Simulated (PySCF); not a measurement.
Species: CH₁₁NSi₃.
SMILES: `CN[SiH2][SiH2][SiH3]`

The closed-shell SCF was solved with PySCF and density fitting under several settings on one GFN2-xTB geometry (grid level 2 and gas phase unless stated).

```
           settings  basis functions  SCF cycles     E (Eh)  HOMO (eV)  LUMO (eV)  dipole (D)
      PBE0/pcSseg-1              161          12  -967.4191      -6.68      -0.43        1.45
CAM-B3LYP/def2-SVPD              200          12  -967.5717      -8.10       0.48        1.39
```

Q: Estimate the row for these settings: BP86/pcSseg-0.

A: 
| settings | basis functions | SCF cycles | E (Eh) | HOMO (eV) | LUMO (eV) | dipole (D) |
| --- | --- | --- | --- | --- | --- | --- |
| BP86/pcSseg-0 | 79 | 13 | -966.7988 | -5.07 | -1.01 | 1.51 |

Q: Over all rows, what range does the HOMO–LUMO gap span?

A: From 4.06 eV (BP86/pcSseg-0) to 8.58 eV (CAM-B3LYP/def2-SVPD). The functional of the narrowest has no exact exchange, that of the widest range-separated exact exchange.

Q: And the dipole moment?

A: From 1.39 D (CAM-B3LYP/def2-SVPD) to 1.51 D (BP86/pcSseg-0); the largest is 1.09 times the smallest, and the median is 1.45 D.

Cycle counts include a coarse-grid stage where the run had one.

Shape of the structure used: `[CH3:1][NH:2][SiH2:3][SiH2:4][SiH3:5]`: C1–N2–Si3–Si4 -53°, N2–Si3–Si4–Si5 -148°.

One conformer stands for the species.
